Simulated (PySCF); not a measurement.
Question: Give a GFN2-xTB geometry of `C=Cc1cccc(C#N)n1`.

Answer: 
```xyz
16
C8H6N2 angstrom
C      2.247    1.777    0.535
C      2.028    0.557    0.061
C      0.697   -0.025   -0.068
C      0.528   -1.320   -0.576
C     -0.747   -1.844   -0.684
C     -1.827   -1.072   -0.286
C     -1.559    0.207    0.208
C     -2.646    1.026    0.626
N     -3.550    1.649    0.950
N     -0.339    0.714    0.314
H      3.240    2.185    0.619
H      1.425    2.396    0.850
H      2.847   -0.074   -0.260
H      1.389   -1.896   -0.879
H     -0.902   -2.839   -1.074
H     -2.842   -1.433   -0.349
```

Any rigid rotation of these coordinates is as good. Atoms count from 1 in this order. The 7 C–C bonds span 1.327 Å (C1=C2, drawn double) to 1.458 Å (C2–C3, drawn single), a spread of 0.131 Å. Of the pairs four or more bonds apart, N10···H12 is among the closest relative to their van der Waals radii: 2.50 Å, 91 % of the sum of Bondi's values. The 10 heavy atoms lie in one plane (0.000 Å rms). N10 (pyridine-type nitrogen) is bent (angle 118.8°).

Bonds between heavy atoms (Å): C1=C2 1.327, C2–C3 1.458, C3–C4 1.402, C4–C5 1.383, C5–C6 1.385, C6–C7 1.397, C7–C8 1.423, C8≡N9 1.145, C7–N10 1.325, C3–N10 1.328.

Structure optimised with GFN2-xTB, isolated species.

Point group: Cs (every atom within 0.08 Å of its image). GFN2-xTB frequencies: not computed here. The numbers are those of one conformer (C1–C2–C3–C4 180°).
